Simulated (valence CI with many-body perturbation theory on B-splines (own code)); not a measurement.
## E1 transitions of Ar12+

Level of theory: configuration interaction combined with many-body perturbation theory (CI+MBPT): four valence electrons over a frozen Dirac-Fock core [He], a basis of 11 s, 11 p, 9 d, 7 f, 5 g, 2 h, 1 i functions for each j, with the one-electron correlation potential Σ1, the two-electron term Σ2, the three-electron term Σ3, Breit, model QED; selected CI, second order for the rest, scaled by the run's own slope (own B-spline code, finite nucleus).

No measured levels were compared; by estimate levels of excited configurations hold to 0.05 to 0.15 % of their energy, terms of the ground configuration to about 0.5 %. Among the levels kept, up to 280 cm⁻¹ of a level comes from second order outside the variational space, and about a tenth of that is noise between levels of different J, which matters for small intervals.

Lines 151 to 200 of 240 in falling wavelength, among levels below 3657.3 × 10³ cm⁻¹, chosen from the strongest by gf and those to the six lowest levels. Wavelengths and rates use the calculated energies, so an error of 300 cm⁻¹ moves a line at 31.70 Å by 0.0095 % and its rate by three times that or more. Electric multipoles are in the length gauge, E1 and E2 with the static RPA response of the core. Weak lines are less certain than strong ones. Lines between different terms over intervals too small for the method are left out, as are lines whose strength nearly cancels. The highest levels of a list are the least certain.

Names give the largest LS component (configuration and term), which can be under half, so a name can repeat, a term be missing and a line seem to break the LS rules; names also repeat where a configuration has a term twice.

```tsv
λ vac (Å)	Upper	Lower	A (s⁻¹)	log gf	Branch %
31.70	2s.2p2.3d 3P_2	2s.2p3 3P°_1	3.41e+11	-0.59	22.8
31.63	2s.2p2.3s 5P_3	2s.2p3 5S°_2	3.18e+11	-0.48	99.6
31.59	2s2.2p.3s 1P°_1	2s2.2p2 3P_1	1.04e+10	-2.33	1.6
31.49	2s2.2p.3s 1P°_1	2s2.2p2 3P_0	4.68e+09	-2.68	0.7
30.99	2s.2p2.3d 3P_2	2s.2p3 3D°_3	1.20e+11	-1.06	8.0
30.98	2s.2p2.3d 3P_2	2s.2p3 3D°_2	1.49e+11	-0.97	10.0
30.77	2s2.2p.3d 3D°_1	2s2.2p2 1S_0	2.12e+10	-2.04	0.5
30.57	2s2.2p.3d 3P°_1	2s2.2p2 1S_0	5.38e+09	-2.65	0.2
30.34	2s2.2p.3d 3F°_2	2s2.2p2 1D_2	3.21e+11	-0.66	79.8
30.25	2s2.2p.3d 1P°_1	2s2.2p2 1S_0	3.03e+12	0.10	94.9
30.25	2s2.2p.3d 3F°_3	2s2.2p2 1D_2	3.96e+10	-1.42	14.6
30.21	2s2.2p.3d 1D°_2	2s2.2p2 1D_2	9.17e+11	-0.20	62.8
30.11	2s.2p2.3p 3S°_1	2s2.2p2 1S_0	8.15e+09	-2.48	1.0
30.06	2s.2p2.3p 5D°_1	2s2.2p2 1S_0	1.03e+09	-3.38	0.8
30.05	2s2.2p.3d 3D°_1	2s2.2p2 1D_2	4.27e+09	-2.76	0.1
30.01	2s2.2p.3d 3D°_2	2s2.2p2 1D_2	1.44e+11	-1.01	4.5
30.01	2s.2p2.3s 3D_3	2s.2p3 5S°_2	5.56e+08	-3.28	0.1
29.94	2s2.2p.3d 3D°_3	2s2.2p2 1D_2	5.37e+09	-2.30	0.1
29.90	2s.2p2.3p 5P°_1	2s2.2p2 1S_0	4.71e+08	-3.72	0.7
29.88	2s2.2p.3d 3P°_2	2s2.2p2 1D_2	1.61e+11	-0.97	5.5
29.86	2s2.2p.3d 3P°_1	2s2.2p2 1D_2	2.15e+10	-2.06	0.8
29.77	2s2.2p.3d 3F°_2	2s2.2p2 3P_2	7.16e+10	-1.32	17.8
29.68	2s2.2p.3d 3F°_3	2s2.2p2 3P_2	2.31e+11	-0.67	85.1
29.67	2s.2p2.3p 3D°_1	2s2.2p2 1S_0	4.11e+09	-2.79	0.4
29.67	2s2.2p.3d 3F°_2	2s2.2p2 3P_1	8.71e+09	-2.24	2.2
29.64	2s2.2p.3d 1D°_2	2s2.2p2 3P_2	6.22e+10	-1.39	4.3
29.61	2s.2p2.3d 5F_1	2s.2p3 5S°_2	7.56e+08	-3.53	12.5
29.59	2s.2p2.3d 5F_2	2s.2p3 5S°_2	5.82e+09	-2.42	45.4
29.57	2s2.2p.3d 1F°_3	2s2.2p2 1D_2	5.18e+12	0.68	99.8
29.56	2s2.2p.3d 1P°_1	2s2.2p2 1D_2	1.24e+11	-1.31	3.9
29.56	2s.2p2.3d 5F_3	2s.2p3 5S°_2	1.48e+10	-1.87	67.5
29.54	2s2.2p.3d 1D°_2	2s2.2p2 3P_1	4.80e+11	-0.50	32.9
29.49	2s2.2p.3d 3D°_1	2s2.2p2 3P_2	3.37e+09	-2.88	0.1
29.45	2s2.2p.3d 3D°_2	2s2.2p2 3P_2	2.49e+10	-1.79	0.8
29.42	2s.2p2.3p 3S°_1	2s2.2p2 1D_2	3.07e+09	-2.92	0.4
29.42	2s.2p2.3p 3P°_1	2s2.2p2 1S_0	1.03e+09	-3.40	0.1
29.40	2s.2p2.3d 5D_1	2s.2p3 5S°_2	1.01e+11	-1.41	80.3
29.39	2s.2p2.3d 5D_2	2s.2p3 5S°_2	2.98e+11	-0.72	91.9
29.39	2s2.2p.3d 3D°_1	2s2.2p2 3P_1	8.45e+11	-0.48	21.6
29.38	2s.2p2.3p 5D°_1	2s2.2p2 1D_2	6.83e+08	-3.58	0.5
29.38	2s2.2p.3d 3D°_3	2s2.2p2 3P_2	3.96e+12	0.55	99.8
29.38	2s.2p2.3d 5D_3	2s.2p3 5S°_2	5.74e+11	-0.28	99.4
29.35	2s2.2p.3d 3D°_2	2s2.2p2 3P_1	3.03e+12	0.29	94.7
29.33	2s2.2p.3d 3P°_2	2s2.2p2 3P_2	2.58e+12	0.22	88.1
29.31	2s2.2p.3d 3P°_1	2s2.2p2 3P_2	1.05e+12	-0.39	39.9
29.30	2s2.2p.3d 3D°_1	2s2.2p2 3P_0	3.04e+12	0.07	77.7
29.22	2s2.2p.3d 3P°_2	2s2.2p2 3P_1	1.87e+11	-0.92	6.4
29.21	2s.2p2.3d 3P_2	2s.2p3 5S°_2	9.98e+10	-1.20	6.7
29.21	2s.2p2.3d 5P_3	2s.2p3 5S°_2	4.06e+12	0.56	99.9
29.21	2s2.2p.3d 3P°_1	2s2.2p2 3P_1	1.49e+12	-0.24	56.9
```

Q: How does gf follow from A for the line at 29.30 Å?

A: gf = 1.4992 × (2J+1)_upper × A / σ², with σ = 3412636 cm⁻¹ and 2J+1 = 3: gf = 1.17.
